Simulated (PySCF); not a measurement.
# Electron correlation in O(2+) (oxygen, charge +2)

[He] 2s2 2p2, high-spin 3P determinant. Computed with PySCF 2.14 in aug-cc-pVDZ-DK (4s3p2d, 23 functions), with the spin-free X2C one-electron Hamiltonian (Gaussian nucleus). Frozen: 1s2; 4 electrons correlated.

MP2 pair energies summed by pair of shells (mhartree):

| pair | energy | share (%) |
| --- | --- | --- |
| 2s-2p | -32.69 | 58.0 |
| 2s-2s | -18.88 | 33.5 |
| 2p-2p | -4.75 | 8.4 |

Total MP2 correlation energy: -56.32 mhartree.

Same-spin part -7.94 and opposite-spin part -48.38 mhartree; SCS-MP2 scales them by 1/3 and 6/5 to -60.70 mhartree.

| level | correlation energy (mhartree) |
| --- | --- |
| CCSD | -78.97 |
| (T) | -0.66 |
| CCSD(T) | -79.63 |

Diagnostics: T1 = 0.0047, D1 = 0.0094, largest double amplitude 0.124.

Cost of the coupled-cluster step: 0.16 s of wall time on 1 thread of AMD EPYC 7B13 (shared host), for 4 correlated electrons.

Iterations:

```
CC2 = 0
CCSD nocc = (np.int64(3), np.int64(1)), nmo = (22, 22)
frozen orbitals [[0], [0]]
max_cycle = 100
direct = 0
conv_tol = 1e-08
conv_tol_normt = 1e-06
diis_space = 8
diis_start_cycle = 0
Init t2, MP2 energy = -0.0563220380343477
Init E_corr(UCCSD) = -0.0563220380346016
cycle = 1  E_corr(UCCSD) = -0.0708282860492224  dE = -0.014506248  norm(t1,t2) = 0.0385398
cycle = 2  E_corr(UCCSD) = -0.0755383773040412  dE = -0.00471009125  norm(t1,t2) = 0.0170871
cycle = 3  E_corr(UCCSD) = -0.0790446706242691  dE = -0.00350629332  norm(t1,t2) = 0.00831259
cycle = 4  E_corr(UCCSD) = -0.0789616894529586  dE = 8.29811713e-05  norm(t1,t2) = 0.000841998
cycle = 5  E_corr(UCCSD) = -0.0789774698060561  dE = -1.57803531e-05  norm(t1,t2) = 0.000108006
cycle = 6  E_corr(UCCSD) = -0.0789735846413076  dE = 3.88516475e-06  norm(t1,t2) = 1.45373e-05
cycle = 7  E_corr(UCCSD) = -0.0789751615698639  dE = -1.57692856e-06  norm(t1,t2) = 3.46661e-06
cycle = 8  E_corr(UCCSD) = -0.0789747804616521  dE = 3.81108212e-07  norm(t1,t2) = 9.60126e-07
cycle = 9  E_corr(UCCSD) = -0.0789747584362519  dE = 2.20254002e-08  norm(t1,t2) = 8.18614e-08
cycle = 10  E_corr(UCCSD) = -0.0789747653187554  dE = -6.88250351e-09  norm(t1,t2) = 1.70882e-08
UCCSD converged
E(UCCSD) = -73.21520385803736  E_corr = -0.07897476531875539
UCCSD(T) correction = -0.000657564365152795
```
